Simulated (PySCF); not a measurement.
# MgIn: one state, many levels of theory

State: ²Π (doublet), unpaired electrons π ↑. Set-up: basis Mg x2c-SVPall, In x2c-SVPall; spin-free X2C with a Gaussian nucleus; PySCF 2.14. De refers to Mg + In in their high-spin ground configurations, without counterpoise correction. The functionals are run spin-unrestricted. A positive dipole means Mg(−)In(+). Levels whose curve was spin-contaminated or gave no clean fit are not listed.

```csv
Level,Re (Å),ωe (cm⁻¹),De (eV),μ (D)
ROHF-MP2,3.075,128,0.279,n/a
ROHF-SCS-MP2,3.155,106,0.199,n/a
ROHF-CCSD,3.133,117,0.219,n/a
ROHF-CCSD(T),3.075,134,0.286,n/a
PBE,2.984,162,0.55,-0.77
TPSS,2.979,162,0.51,-0.74
r²SCAN,2.955,169,0.56,-1.10
PBE0,3.002,155,0.460,-0.96
MN15,2.996,150,0.52,-1.55
BHandHLYP,3.103,122,0.232,-1.09
LC-ωPBE,3.041,129,0.288,-1.25
```

Problem. Which functional lies closest to ROHF-CCSD(T) in De, which farthest, and by how much do they differ from it?

Solution. Closest is LC-ωPBE (-3.4 pm in Re, -3.7 % in ωe, +0.00 eV in De against ROHF-CCSD(T) in the same basis), farthest r²SCAN (-12.0 pm in Re, +26.1 % in ωe, +0.27 eV in De). CCSD(T) converges more slowly with the basis than the functionals do and binds too weakly in this one, so the order can change at the basis-set limit.

Problem. What does a quarter of exact exchange do here, going from PBE to PBE0?

Solution. PBE0 less PBE: +1.8 pm in Re, -4.3 % in ωe, -0.09 eV in De. Exact exchange removes part of the self-interaction that spreads semilocal densities, and in most molecules shortens and stiffens the bond and lowers De; here Re and ωe go the other way.

Problem. What does the step from GGA to meta-GGA do here, going from PBE to r²SCAN?

Solution. r²SCAN less PBE: -2.9 pm in Re, +4.3 % in ωe, +0.01 eV in De. 

Correlated steps freeze 19 core orbitals. The bond is weak. Basis-set superposition, not corrected here, can be much of De in a small basis, most of all at correlated wavefunction levels. Functionals without a dispersion term scatter widely for such bonds, and LDA overbinds them. Spin–orbit coupling is left out, which matters for elements this heavy, above all for dissociation energies. The state is the lowest determinant that a PBE0 search found; another state may lie lower at other levels.

The whole job (state search and all levels along the bond) took about 3.5 min on 1 thread of Arm Neoverse V1 (shared host), peak memory 0.7 GiB.
